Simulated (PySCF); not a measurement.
Labels have come off several samples. The candidates:

A. SMILES C=C[C@@H]1[C@@H]2C[C@H]1[C@@H](C=C)C2
B. SMILES O=C(O)c1ccccc1
C. `InChI=1S/C7H6O2/c1-5-2-3-6(8)7(9)4-5/h2-4H,1H3`
D. `C[C@@H]1COC[C@@H](F)[SiH2]1`

Spectrum 1. $^{1}$H NMR (300 MHz, computed): δ 4.82 (m, 1H), 4.55 (m, 1H), 4.36 (m, 1H), 4.27 (m, 1H), 3.90 (m, 1H), 3.47 (m, 1H), 3.03 (m, 1H), 1.48 (m, 1H), 0.96 (d, 3H). $^{13}$C{$^{1}$H} NMR (computed): δ 85.9 (CH), 78.7 (CH2), 78.0 (CH2), 17.4 (CH), 15.3 (CH3).

Spectrum 2. $^{1}$H NMR (300 MHz, computed): δ 6.33 (m, 1H), 6.22 (m, 1H), 5.50 (m, 1H), 5.47 (m, 1H), 5.46 (m, 1H), 5.27 (m, 1H), 2.50 (m, 1H), 2.35 (m, 1H), 2.24 (m, 1H), 2.17 (m, 1H), 2.07 (m, 1H), 2.05 (m, 1H), 1.43 (m, 1H), 1.12 (m, 1H). $^{13}$C{$^{1}$H} NMR (computed): δ 151.5 (CH), 146.5 (CH), 121.1 (CH2), 120.1 (CH2), 58.2 (CH), 48.5 (CH), 47.5 (CH), 43.7 (CH), 39.5 (CH2), 33.2 (CH2).

Spectrum 3. $^{1}$H NMR (300 MHz, computed): δ 8.59 (m, 2H), 7.87 (m, 1H), 7.78 (m, 2H), 6.35 (br s, 1H). $^{13}$C{$^{1}$H} NMR (computed): δ 171.0 (C), 139.5 (CH), 137.5 (CH), 133.7 (CH), 132.9 (C).

Spectrum 4. $^{1}$H NMR (300 MHz, computed): δ 6.88 (d, 1H), 6.19 (s, 1H), 6.19 (d, 1H), 2.15 (s, 3H). $^{13}$C{$^{1}$H} NMR (computed): δ 184.9 (C), 183.9 (C), 155.5 (C), 146.2 (CH), 135.3 (CH), 133.8 (CH), 24.8 (CH3).

- NMR shieldings at PBE0/pcSseg-1/GIAO
- spin–spin couplings from B3LYP/pcJ-1 (spin–dipole term left out of most H,H and C,H couplings)
- geometry from GFN2-xTB
- run in PySCF 2.14
- non-relativistic Hamiltonian, isolated molecule, single conformer, one averaged value for each set of equivalent atoms

Chemical shifts δ = σref − σ; TMS for $^{1}$H (σref 31.72) and $^{13}$C (σref 186.93), all at this level. Multiplet labels drop J under 1 Hz and among equivalent protons, and merge close values. Unscaled 3J(H,H) run several per cent high. Splittings of carbon signals by F and P are missing where no couplings were computed. Where no couplings were computed, multiplicities follow the n + 1 count of equivalent neighbours, and m marks all less simple cases (inequivalent or close neighbours, rings, F or P nearby). Acid and N–H amide carbonyl carbons lie up to 10 ppm further downfield in solution (hydrogen bonding). Shifts are as computed. Against solution values, carbons near 30 ppm lie about +3 ppm off and those near 130 ppm about +5 ppm. Of 1211 compounds with measured shifts, 218 miss one by over three times the rms of a fit or turn the order of signals round; such compounds aren't used in these exercises. OH and NH positions are gas-phase values without hydrogen bonding to other molecules.

Task: Which spectrum belongs to which compound?

Result: 1–D, 2–A, 3–B, 4–C.

- Spectrum 1 (D): 5 $^{13}$C signals; δC 85.9 is an sp3 CH bonded to F and Si; δC 78.7 is an sp3 CH2 bonded to O.
- Spectrum 2 (A): 10 $^{13}$C signals; δC 151.5 is an alkene CH; δC 146.5 is an alkene CH.
- Spectrum 3 (B): 5 $^{13}$C signals; δC 171.0 is a carboxylic acid carbon; δC 139.5 is an aromatic CH.
- Spectrum 4 (C): 7 $^{13}$C signals; δC 184.9 is a ketone carbonyl carbon; δC 183.9 is a ketone carbonyl carbon.
